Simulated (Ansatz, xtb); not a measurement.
**C2H7Sb: which of two isomers lies lower**

Structure I is `C[CH2][SbH2]`, a singlet and structure II is `[CH3][SbH][CH3]`, a singlet. Both are isolated molecules in the gas phase, relaxed with B3LYP-D3(BJ)/def2-SVP; each stands in its lowest conformer found.

I (Å):

```yaml
atoms:
  - { symbol: C, position_ang: [-0.9257, 1.2097, 0.1011] }
  - { symbol: C, position_ang: [-0.0280, 0.0926, 0.6206] }
  - { symbol: Sb, position_ang: [-0.8430, -1.9509, 0.4303] }
  - { symbol: H, position_ang: [-1.8905, 1.2330, 0.6323] }
  - { symbol: H, position_ang: [-0.4497, 2.1979, 0.2318] }
  - { symbol: H, position_ang: [-1.1452, 1.0861, -0.9713] }
  - { symbol: H, position_ang: [0.1980, 0.2198, 1.6918] }
  - { symbol: H, position_ang: [0.9399, 0.0730, 0.0939] }
  - { symbol: H, position_ang: [-2.3945, -1.4892, 1.0322] }
  - { symbol: H, position_ang: [-1.3667, -1.6920, -1.1949] }
```

II (Å):

```
atom    x (Å)    y (Å)    z (Å)
   C  -1.4284   1.5021  -0.2461
   C  -0.5251  -1.3173   1.0169
  Sb   0.4047   0.6241   0.5842
   H  -2.1111   1.7443   0.5814
   H  -1.1830   2.4276  -0.7867
   H  -1.9163   0.7940  -0.9300
   H   0.9806   0.1148  -0.9647
   H   0.2558  -2.0628   1.2254
   H  -1.1638  -1.2134   1.9061
   H  -1.1332  -1.6491   0.1641
```

Quicker runs give these differences E(II) − E(I): GFN2-xTB +0.026 eV; HF/STO-3G −0.412 eV (at GFN2-xTB geometries); r2SCAN-D4/def2-SVP −0.155 eV (at GFN2-xTB geometries).

**Question.** Which of the two would you expect CCSD(T)/def2-TZVP electronic energies to favour?

**Answer.** Structure II; the calculation gives E(II) − E(I) = −0.272 eV.

Level by level:

| level | geometry | E(II) − E(I) (eV) | departure from the last row (eV) | job, with rough time for the two |
| --- | --- | --- | --- | --- |
| GFN2-xTB | GFN2-xTB | +0.026 | +0.299 | optimisation, 0.097 s |
| HF/STO-3G | GFN2-xTB | −0.412 | −0.140 | single point, 0.52 s |
| r2SCAN-D4/def2-SVP | GFN2-xTB | −0.155 | +0.117 | single point, 3.7 s |
| B3LYP-D3(BJ)/def2-SVP | B3LYP-D3(BJ)/def2-SVP | −0.143 | +0.129 | optimisation, 21 s |
| HF/def2-TZVP | B3LYP-D3(BJ)/def2-SVP | −0.224 | +0.048 | part of the CCSD(T) run |
| MP2/def2-TZVP | B3LYP-D3(BJ)/def2-SVP | −0.312 | −0.039 | part of the CCSD(T) run |
| CCSD(T)/def2-TZVP | B3LYP-D3(BJ)/def2-SVP | −0.272 |  | single point, 90 s |

As drawn, II has 1 C–Sb, 1 C–H in place of 1 C–C, 1 Sb–H.

GFN2-xTB puts the two in the other order. The largest departure from CCSD(T)/def2-TZVP is that of GFN2-xTB, 0.299 eV.

With harmonic frequencies from B3LYP-D3(BJ)/def2-SVP (ideal gas, rigid rotor, one conformer each, 298.15 K, 1 atm): the zero-point term adds +0.018 eV; ΔH is −0.238 and ΔG −0.274 eV.

The correlated steps freeze 6 core orbitals; the filled d shell of Sb is correlated, in a basis made for valence electrons. Atoms past krypton carry core potentials in the def2 sets, other sets are all-electron and non-relativistic, and no spin–orbit term is included. Programs: Ansatz 0.2.0, xtb 6.7.1; the last row on 2 threads of Arm Neoverse V2 on a shared host.
